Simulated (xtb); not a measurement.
CdI2, singlet, from a rough starting geometry (GFN-xTB shapes and energies of metal compounds can be far from the true ones); xtb with GFN2-xTB.

xtb was given this input:
```
$ xtb mol.xyz --gfn 2 --opt vtight --json

# file mol.xyz
3

Cd    -0.04710039    -0.02382942     0.04699131
I     -0.26259128     2.05705076    -1.69245716
I      0.23554129    -2.05610557     1.66231696
```

Q: What does xtb print? Leave out banner, timings and long lists.

A: 
```
   ID    Z sym.   atoms
    1   48 Cd     1
    2   53 I      2, 3

           -------------------------------------------------
          |                Calculation Setup                |
           -------------------------------------------------

           -------------------------------------------------
          |                 G F N 2 - x T B                 |
           -------------------------------------------------

          ...................................................
          :                      SETUP                      :
          :.................................................:
          :  # basis functions                  24          :
          :  # atomic orbitals                  22          :
          :  # shells                            8          :
          :  # electrons                        16          :
          :  max. iterations                   250          :
          :  Hamiltonian                  GFN2-xTB          :
          :  restarted?                      false          :
          :  GBSA solvation                  false          :
          :  PC potential                    false          :
          :  electronic temp.          300.0000000     K    :
          :  accuracy                    1.0000000          :
          :  -> integral cutoff          0.2500000E+02      :
          :  -> integral neglect         0.1000000E-07      :
          :  -> SCF convergence          0.1000000E-05 Eh   :
          :  -> wf. convergence          0.1000000E-03 e    :
          :  Broyden damping             0.4000000          :
          :  net charge                          0          :
          :  unpaired electrons                  0          :
          ...................................................

 iter      E             dE          RMSdq      gap      omega  full diag
   1     -8.3118751 -0.831188E+01  0.369E+01    4.90       0.0  T
   2     -8.3194846 -0.760949E-02  0.162E+01    4.85       1.0  T
   3     -8.3054984  0.139862E-01  0.687E+00    4.05       1.0  T
   4     -8.3129029 -0.740448E-02  0.587E+00    4.11       1.0  T
   5     -8.3273637 -0.144608E-01  0.113E+00    4.41       1.0  T
   6     -8.3275499 -0.186166E-03  0.521E-01    4.40       1.0  T
   7     -8.3275319  0.179706E-04  0.249E-01    4.38       1.0  T
   8     -8.3275480 -0.161046E-04  0.116E-01    4.40       1.0  T
   9     -8.3275543 -0.626285E-05  0.132E-02    4.39       4.4  T
  10     -8.3275543 -0.240264E-07  0.920E-03    4.39       6.3  T
  11     -8.3275543 -0.159976E-07  0.379E-03    4.39      15.2  T
  12     -8.3275543 -0.137181E-08  0.500E-04    4.39     115.5  T
  13     -8.3275543 -0.230926E-12  0.740E-05    4.39     780.1  T

   *** convergence criteria satisfied after 13 iterations ***

         :::::::::::::::::::::::::::::::::::::::::::::::::::::
         ::                     SUMMARY                     ::
         :::::::::::::::::::::::::::::::::::::::::::::::::::::
         :: total energy              -8.316295682705 Eh    ::
         :: gradient norm              0.021544029528 Eh/a0 ::
         :: HOMO-LUMO gap              4.393839599585 eV    ::
         ::.................................................::
         :: SCC energy                -8.327554670679 Eh    ::
         :: -> isotropic ES            0.049622117960 Eh    ::
         :: -> anisotropic ES          0.005279127132 Eh    ::
         :: -> anisotropic XC         -0.005049084038 Eh    ::
         :: -> dispersion             -0.002535619098 Eh    ::
         :: repulsion energy           0.011258987973 Eh    ::
         :: add. restraining           0.000000000000 Eh    ::
         :: total charge               0.000000000000 e     ::
         :::::::::::::::::::::::::::::::::::::::::::::::::::::

      -----------------------------------------------------------
     |                   =====================                   |
     |                        A N C O P T                        |
     |                   =====================                   |
     |               Approximate Normal Coordinate               |
     |                Rational Function Optimizer                |
      -----------------------------------------------------------
      -----------------------------------------------------------
     |                   =====================                   |
     |                        A N C O P T                        |
     |                   =====================                   |
     |               Approximate Normal Coordinate               |
     |                Rational Function Optimizer                |
      -----------------------------------------------------------

          ...................................................
          :                      SETUP                      :
          :.................................................:
          :   optimization level         verytight          :
          :   max. optcycles                   200          :
          :   ANC micro-cycles                  20          :
          :   degrees of freedom                 3          :
          :.................................................:
          :   RF solver                   davidson          :
          :   write xtbopt.log                true          :
          :   linear?                        false          :
          :   energy convergence         0.1000000E-06 Eh   :
          :   grad. convergence          0.2000000E-03 Eh/α :
          :   maxmium RF displ.          1.0000000          :
          :   Hlow (freq-cutoff)         0.1000000E-01      :
          :   Hmax (freq-cutoff)         5.0000000          :
          :   S6 in model hess.         20.0000000          :
          ...................................................

generating ANC from exact Hessian ...
Using Lindh-Hessian (1995)
 Shifting diagonal of input Hessian by    8.6402156612478079E-003
[...]
 * total energy  :    -8.3178120 Eh     change       -0.2883193E-04 Eh
 * total energy  :    -8.3178265 Eh     change       -0.1443942E-04 Eh
 * total energy  :    -8.3178718 Eh     change       -0.4532906E-04 Eh
 * total energy  :    -8.3179378 Eh     change       -0.6599889E-04 Eh
 * total energy  :    -8.3179570 Eh     change       -0.1921787E-04 Eh
 * total energy  :    -8.3179668 Eh     change       -0.9744801E-05 Eh
 * total energy  :    -8.3179567 Eh     change        0.1008999E-04 Eh
 * total energy  :    -8.3179667 Eh     change       -0.1004398E-04 Eh
 * total energy  :    -8.3179683 Eh     change       -0.1542521E-05 Eh
 * total energy  :    -8.3179688 Eh     change       -0.5075081E-06 Eh
 * total energy  :    -8.3179678 Eh     change        0.9456082E-06 Eh
 * total energy  :    -8.3179690 Eh     change       -0.1198528E-05 Eh
 * total energy  :    -8.3179691 Eh     change       -0.6340821E-07 Eh
   *** GEOMETRY OPTIMIZATION CONVERGED AFTER 28 ITERATIONS ***
[...]
          :  PC potential                    false          :
          :  electronic temp.          300.0000000     K    :
          :  accuracy                    1.0000000          :
          :  -> integral cutoff          0.2500000E+02      :
          :  -> integral neglect         0.1000000E-07      :
          :  -> SCF convergence          0.1000000E-05 Eh   :
          :  -> wf. convergence          0.1000000E-03 e    :
          :  Broyden damping             0.4000000          :
          :  net charge                          0          :
          :  unpaired electrons                  0          :
          ...................................................

 iter      E             dE          RMSdq      gap      omega  full diag
   1     -8.3309486 -0.833095E+01  0.302E-05    4.02       0.0  T
   2     -8.3309486 -0.461853E-13  0.221E-05    4.02    2613.3  T
   3     -8.3309486 -0.586198E-13  0.102E-05    4.02    5671.4  T

   *** convergence criteria satisfied after 3 iterations ***

         :::::::::::::::::::::::::::::::::::::::::::::::::::::
         ::                     SUMMARY                     ::
         :::::::::::::::::::::::::::::::::::::::::::::::::::::
         :: total energy              -8.317969089577 Eh    ::
         :: gradient norm              0.000029597522 Eh/a0 ::
         :: HOMO-LUMO gap              4.022508719622 eV    ::
         ::.................................................::
         :: SCC energy                -8.330948740504 Eh    ::
         :: -> isotropic ES            0.049494451031 Eh    ::
         :: -> anisotropic ES          0.004374153582 Eh    ::
         :: -> anisotropic XC         -0.006759092614 Eh    ::
         :: -> dispersion             -0.002704631577 Eh    ::
         :: repulsion energy           0.012979650927 Eh    ::
         :: add. restraining           0.000000000000 Eh    ::
         :: total charge               0.000000000000 e     ::
         :::::::::::::::::::::::::::::::::::::::::::::::::::::

           -------------------------------------------------
          |                Property Printout                |
           -------------------------------------------------

    * Orbital Energies and Occupations

         #    Occupation            Energy/Eh            Energy/eV
      -------------------------------------------------------------
         1        2.0000           -0.7582309             -20.6325
         2        2.0000           -0.7523636             -20.4729
         3        2.0000           -0.5285250             -14.3819
         4        2.0000           -0.4473635             -12.1734
         5        2.0000           -0.4468619             -12.1597
         6        2.0000           -0.4447602             -12.1025
         7        2.0000           -0.4319804             -11.7548
         8        2.0000           -0.4316766             -11.7465 (HOMO)
         9                         -0.2838521              -7.7240 (LUMO)
        10                         -0.0633671              -1.7243
        11                         -0.0194343              -0.5288
        12                          0.0007671               0.0209
        13                          0.0027514               0.0749
        14                          0.0053836               0.1465
        15                          0.0115181               0.3134
        16                          0.0116216               0.3162
        17                          0.0125193               0.3407
        18                          0.0126107               0.3432
        19                          0.0479412               1.3045
       ...                                ...                  ...
        22                          1.5925465              43.3354
      -------------------------------------------------------------
                  HL-Gap            0.1478245 Eh            4.0225 eV
             Fermi-level           -0.3577643 Eh           -9.7353 eV

     #   Z          covCN         q      C6AA      α(0)
     1  48 Cd       1.675     0.307   194.955    26.801
     2  53 I        0.838    -0.154   383.111    33.789
     3  53 I        0.838    -0.154   383.108    33.789

 Mol. C6AA /au·bohr⁶  :       2815.729286
 Mol. C8AA /au·bohr⁸  :     259842.760589
 Mol. α(0) /au        :         94.379309

Wiberg/Mayer (AO) data.
largest (>0.10) Wiberg bond orders for each atom

 ---------------------------------------------------------------------------
     #   Z sym  total        # sym  WBO       # sym  WBO       # sym  WBO
 ---------------------------------------------------------------------------
     1  48 Cd   2.086 --     3 I    1.043     2 I    1.043
     2  53 I    1.278 --     1 Cd   1.043     3 I    0.235
     3  53 I    1.279 --     1 Cd   1.043     2 I    0.235
 ---------------------------------------------------------------------------

Topologies differ in total number of bonds
Writing topology from bond orders to xtbtopo.mol

molecular dipole:
                 x           y           z       tot (Debye)
 q only:       -0.382       0.186       0.264
   full:       -1.233       0.600       0.853       4.105
molecular quadrupole (traceless):
                xx          xy          yy          xz          yz          zz
 q only:        3.486       0.455      -2.636      -0.674       5.083      -0.850
  q+dip:       12.283       1.710      -9.285      -2.254      17.984      -2.998
   full:       13.546       2.098     -10.236      -2.245      19.965      -3.310

optimized geometry written to: xtbopt.xyz

           -------------------------------------------------
          | TOTAL ENERGY               -8.317969089577 Eh   |
          | GRADIENT NORM               0.000029597522 Eh/α |
          | HOMO-LUMO GAP               4.022508719622 eV   |
           -------------------------------------------------

normal termination of xtb
```
